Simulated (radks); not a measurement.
The numbers below are computed, except where a source is named.
Species: Be+. Configuration: [He] 2s1.

Code: a radial shooting solver on a logarithmic mesh with Libxc functionals. Model: scalar-relativistic Kohn-Sham, r2SCAN, spin-polarised, spherical densities, finite nucleus; open shells are filled with parallel spins first; meta-GGA in the generalised Kohn-Sham scheme; Fermi nuclear charge, rms radius 2.519 fm.

Energy parts (eV):
part                    energy
total                 -389.910
kinetic                388.843
electron-nucleus      -868.148
Hartree                158.867
exchange-correlation   -69.473

Orbitals (lengths in bohr, moments of r in powers of bohr; <r^-3> diverges for s and p1/2):
| orbital | occ. | eigenvalue (eV) | <r^-3> |
|---|---|---|---|
| 1s up | 1 | -120.0926 | - |
| 1s down | 1 | -119.6922 | - |
| 2s up | 1 | -14.6208 | - |

The highest occupied level is 2s up at -14.621 eV. The density falls to 0.001 e/bohr^3 at r = 3.44 bohr. Summed over all electrons, <r^2> = 6.451 bohr^2, which gives a Langevin (diamagnetic) susceptibility term of -5.11 x 10^-6 cm^3/mol. The spin density at the nucleus is 1.0278 e/bohr^3 (1s 0.1201, 2s 0.9076). The electron density at the nucleus is 35.57 e/bohr^3 (large components only).
